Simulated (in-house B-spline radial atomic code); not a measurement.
**Ionising Er with different functionals**

Computed with a B-spline radial code for spherical atoms: four-component Dirac-Coulomb Hamiltonian, Fermi nucleus of rms radius 5.2516 fm, spin-restricted, spherical fractional occupations for the functionals. The ionisation energy is the difference of two self-consistent energies, [Xe] 4f12 6s2 → [Xe] 4f12 6s1, without Breit or QED terms; ε is the level of the shell that loses the electron (mean over j).

Hybrids are left out here: with spherical fractional occupations of an open shell their exact exchange keeps a self-interaction that integer-occupation calculations don't have.

| method | rung | ΔSCF (eV) | -ε(6s) (eV) |
| --- | --- | --- | --- |
| LDA VWN5 | LDA | 6.60 | 3.99 |
| relativistic LDA | LDA | 6.58 | 3.97 |
| LDA PW92 | LDA | 6.60 | 3.99 |
| LDA exchange-only | LDA | 5.73 | 3.16 |
| PBE | GGA | 6.39 | 3.83 |
| PBEsol | GGA | 6.40 | 3.85 |
| BLYP | GGA | 6.35 | 3.72 |
| RPBE | GGA | 6.28 | 3.77 |
| PW91 | GGA | 6.42 | 3.87 |
| BP86 | GGA | 6.56 | 3.98 |
| AM05 | GGA | 6.34 | 3.79 |
| OLYP | GGA | 6.01 | 3.51 |

How do they compare with the NIST value?

NIST lists 6.108 eV ± 0.001 (measured, ground level to ground level). Errors run from -0.38 to +0.49 eV; OLYP is closest (-0.10 eV), but part of that can be cancellation, since the calculations leave out Breit-QED terms, spin polarisation, the choice among j levels, multiplet and fine-structure energies.
